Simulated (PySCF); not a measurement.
# Tl⁺ (thallium, charge +1) across methods

[Xe] 4f14 5d9 6s2 7s1, 7s spin antiparallel (an excited configuration). All numbers are calculated (PySCF 2.14, the spin-free X2C one-electron Hamiltonian (Gaussian nucleus), in x2c-TZVPPall with one added diffuse shell each of s, p, d, f type (12s8p7d4f, 99 functions)).

```csv
method,E (hartree),mean ε 6s α (eV),mean ε 6s β (eV),mean ε 7s β (eV),Σ⟨r²⟩ (bohr²),⟨S²⟩
r2SCAN,-20248.48,-22.066,-21.625,-6.125,82.88,1.000
PBE,-20248.50,-21.748,-21.509,-6.166,82.70,1.000
UHF,-20242.56611,-24.590,-24.321,-7.148,85.32,1.001
LDA,-20236.23,-22.129,-21.913,-6.166,81.71,1.000
```

Estimate the same row for PBE0.

E (hartree) = -20248.23; mean ε 6s α (eV) = -22.712; mean ε 6s β (eV) = -22.466; mean ε 7s β (eV) = -6.513; Σ⟨r²⟩ (bohr²) = 83.25; ⟨S²⟩ = 1.000.

Spin-orbit coupling, absent here, splits the open shell strongly. The outer electron is Rydberg-like, and this basis confines it to a smaller radius and binds it less than a complete one would. With the s spin flipped the determinant is a mixture of two multiplicities, not a spectroscopic state.
